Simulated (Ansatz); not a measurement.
Program: Ansatz. Geometries: PBE0-D4/def2-TZVP. ΔE: electronic, gas phase. CCSD(T)/CBS adds triple-zeta CCSD(T) − MP2 to the extrapolated MP2 energy (def2 sets, frozen cores). This one scheme is used for every species. Functionals use def2-TZVPP. One conformer a species, not always the lowest.

`N[SiH2][SiH2]F` + `O[SiH3]` → `N[SiH2]O[SiH3]` + `F[SiH3]`  (cleavage of the Si–Si bond)

CCSD(T)/CBS gives -34.0 kcal/mol.

Another level gave -35.2 kcal/mol. Which?
A. CAM-B3LYP-D4/def2-TZVPP
B. revPBE-D4/def2-TZVPP
C. PBE0/def2-TZVPP
D. r2SCANh-D4/def2-TZVPP

A. CAM-B3LYP-D4 -35.2, r2SCANh-D4 -32.8, PBE0 -29.5, revPBE-D4 -27.2 kcal/mol.

Largest T1 diagnostic among the species: 0.011.

In def2-TZVPP, CCSD(T) changes the Hartree–Fock value by +5.5 kcal/mol (the triples alone add +0.7 kcal/mol) and MP2 by +3.7 kcal/mol. From r2SCAN to r2SCAN0 (25 % exact exchange), in def2-TZVPP and without D4, ΔE moves by −1.0 kcal/mol.
